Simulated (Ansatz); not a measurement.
Abridged output of a molecular run in Ansatz:

```
Functional definition: HF
  name "HF"
  cite "Fock, Z. Phys. 61, 126 (1930) doi:10.1007/BF01340294"
  parent pbe
  exchange = exact_x
  correlation = 0
1006 factors; integrals over basis functions are off by at most 1.6e-3 eV
mean field evaluation 1: about -11162.9720 eV, gradient 4.7e1 eV
mean field evaluation 2: about -11163.1850 eV, gradient 4.8e1 eV
mean field evaluation 4: about -11167.7350 eV, gradient 4.0e0 eV
mean field evaluation 8: about -11167.8088 eV, gradient 4.6e-1 eV
mean field -11167.80964440 eV, -410.4094346184 hartree, gradient 2.3e-6 eV, S^2 0.000000; 0 other end points of the search recorded, 0 dependent functions left out
8 core orbitals not correlated: weight in the atoms' cores, before any rotation towards them, 1.000 or more for the frozen orbitals, at most 0.000 for the correlated occupied ones
reference -11167.80964440 eV, -410.4094346184 hartree; 10, 10 occupied and 145, 145 virtual orbitals, 1006 factors
second order -17.64386019 eV of doubles, -0.00000000 eV of singles
cycle   1  -17.30289760 eV  change    3.4e-1 eV  update   1.1e-1
cycle   2  -17.82823485 eV  change   -5.3e-1 eV  update   3.3e-2
cycle   3  -17.94778357 eV  change   -1.2e-1 eV  update   1.6e-2
cycle   4  -17.93960577 eV  change    8.2e-3 eV  update   4.1e-3
cycle   5  -17.94146555 eV  change   -1.9e-3 eV  update   2.0e-3
cycle   6  -17.94283605 eV  change   -1.4e-3 eV  update   5.0e-4
cycle   7  -17.94269256 eV  change    1.4e-4 eV  update   2.1e-4
cycle   8  -17.94266408 eV  change    2.8e-5 eV  update   7.1e-5
cycle   9  -17.94267528 eV  change   -1.1e-5 eV  update   2.8e-5
cycle  10  -17.94266353 eV  change    1.2e-5 eV  update   9.4e-6
perturbative correction -0.79185304 eV, -0.0291000626 hartree
Total energy: -11186.54416098 eV, -411.0979154039 hartree
```

Its atoms:

Cartesian coordinates in Å:
```
N -1.1410 2.1221 1.4020
C -0.7342 1.1867 0.8637
Al -0.1181 -0.4278 0.0057
O 1.1881 -0.1962 -1.0262
H -0.8160 -1.8039 0.2873
H 1.6212 -0.8809 -1.5324
```

Q: Which basis set was used?
A. def2-TZVPP
B. def2-SVPD
C. def2-SVP
D. cc-pV(D+d)Z

A: A. It gives 163 functions.

Q: Write the keys of the input that set method, charge and spin (a neutral closed shell needs none for the last two).

A: 
```yaml
correlation: {method: ccsd_t}
```
